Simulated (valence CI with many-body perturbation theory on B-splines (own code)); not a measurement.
Level structure of Nd⁴⁵⁺

Computed by configuration interaction combined with many-body perturbation theory (CI+MBPT): five valence electrons over a frozen Dirac-Fock core [Ne], radial functions for each j: 9 s, 9 p, 8 d, 6 f, 3 g, 1 h, with the one-electron correlation potential Σ1, the two-electron term Σ2, the three-electron term Σ3, Breit, model QED; selected CI, second order for the rest (own B-spline code, finite nucleus).

The last digits are not significant, and no measured levels were compared; by estimate large intervals hold to a few tenths of a per cent, small ones and those within an open d or f shell to about a per cent. Among the levels kept, up to 500 cm⁻¹ of a level comes from second order outside the variational space, and about a tenth of that is noise between levels of different J, which matters for small intervals.

Levels 46 to 51 of 51, with energies above the lowest level, (3s^2 3p1/2^2 3p3/2) J=3/2. "Leading %" is the weight of the configuration and term that name the level; weights of strongly mixed levels are sums over their largest components and can fall short. In the jj column 3d3/2^4 stands for four electrons in 3d with j = 3/2. Lifetimes count E1, E2, E3, M1 and M2 decay at the calculated energies, and are blank where another channel may lead or the interval is too uncertain; long ones can be off by a factor of two.

```tsv
No.	Configuration	Term	J	E (eV)	Leading %	Lifetime	Leading jj
46	3s2 3p2 3d	2D	3/2	466.45	65	1.27 ps	3s^2 3p3/2^2 3d3/2 (86 %)
47	3s 3p3 3d	2P°	3/2	467.12	34	10.3 ps	3s 3p1/2^2 3p3/2 3d5/2 (74 %)
48	3s 3p3 3d	2F°	7/2	468.30	32	7.48 ps	3s 3p1/2^2 3p3/2 3d5/2 (76 %)
49	3s2 3p 3d2	4G°	5/2	478.91	47	2.61 ps	3s^2 3p1/2 3d3/2^2 (84 %)
50	3s 3p3 3d	2F°	7/2	480.90	24	3.40 ps	3s 3p1/2^2 3p3/2 3d5/2 (87 %)
51	3s2 3p2 3d	2D	5/2	483.40	77	760 ps	3s^2 3p3/2^2 3d5/2 (98 %)
```
